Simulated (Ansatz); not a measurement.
Ansatz (an electronic-structure program) input (CCSD(T)/def2-SVPD):

Ansatz 0.2 input:
```yaml
crystal:
  periodic: [false, false, false]
  atoms:
    - {symbol: Zn, position_ang: [-0.36375970, -0.14153092, -0.00014761]}
    - {symbol: C, position_ang: [-0.38948670, -0.06407731, 1.97017739]}
    - {symbol: C, position_ang: [0.94752821, 0.31071179, 2.62619422]}
    - {symbol: H, position_ang: [-0.72662225, -1.03802582, 2.33914126]}
    - {symbol: H, position_ang: [-1.16453492, 0.64958031, 2.26737052]}
    - {symbol: H, position_ang: [0.87313812, 0.33736159, 3.71812988]}
    - {symbol: H, position_ang: [1.73671021, -0.40277017, 2.37719964]}
    - {symbol: H, position_ang: [1.29575339, 1.29551349, 2.30565997]}
    - {symbol: C, position_ang: [-0.32898606, -0.21546470, -1.97046895]}
    - {symbol: C, position_ang: [0.91021344, 0.41209477, -2.62544034]}
    - {symbol: H, position_ang: [-1.23544803, 0.27462728, -2.33993747]}
    - {symbol: H, position_ang: [-0.41769830, -1.26519257, -2.26801260]}
    - {symbol: H, position_ang: [0.87416557, 0.34247598, -3.71742082]}
    - {symbol: H, position_ang: [1.00949556, 1.47125864, -2.37608523]}
    - {symbol: H, position_ang: [1.83221814, -0.07848833, -2.30439064]}
basis:
  gaussian:
    orbitals: def2-SVPD
magnetization: {spin_polarized: false}
correlation: {method: ccsd_t, electrons: outside_noble_gas}
output: {forces: true}
```

End of the output:

```
Atom 1 at    -0.389487    -0.064077     1.970177 Å, force     0.211493     0.041325    -0.324232 eV/Å
Atom 2 at     0.947528     0.310712     2.626194 Å, force    -0.221159    -0.058779    -0.020918 eV/Å
Atom 3 at    -0.726622    -1.038026     2.339141 Å, force    -0.130654    -0.370594     0.184016 eV/Å
Atom 4 at    -1.164535     0.649580     2.267371 Å, force    -0.297709     0.273767     0.156519 eV/Å
Atom 5 at     0.873138     0.337362     3.718130 Å, force    -0.005063     0.014540     0.376405 eV/Å
Atom 6 at     1.736710    -0.402770     2.377200 Å, force     0.293584    -0.254183    -0.094575 eV/Å
Atom 7 at     1.295753     1.295513     2.305660 Å, force     0.135268     0.356093    -0.121265 eV/Å
Atom 8 at    -0.328986    -0.215465    -1.970469 Å, force     0.183581     0.112389     0.324393 eV/Å
Atom 9 at     0.910213     0.412095    -2.625440 Å, force    -0.202744    -0.106152     0.020746 eV/Å
Atom 10 at    -1.235448     0.274627    -2.339937 Å, force    -0.346632     0.184892    -0.184210 eV/Å
Atom 11 at    -0.417698    -1.265193    -2.268013 Å, force    -0.034290    -0.402941    -0.156654 eV/Å
Atom 12 at     0.874166     0.342476    -3.717421 Å, force     0.006361    -0.014035    -0.376405 eV/Å
Atom 13 at     1.009496     1.471259    -2.376085 Å, force     0.044529     0.385736     0.094712 eV/Å
Atom 14 at     1.832218    -0.078488    -2.304391 Å, force     0.340277    -0.171068     0.121458 eV/Å
Dipole moment:    -0.042823    -0.016661    -0.000017 e Å
```
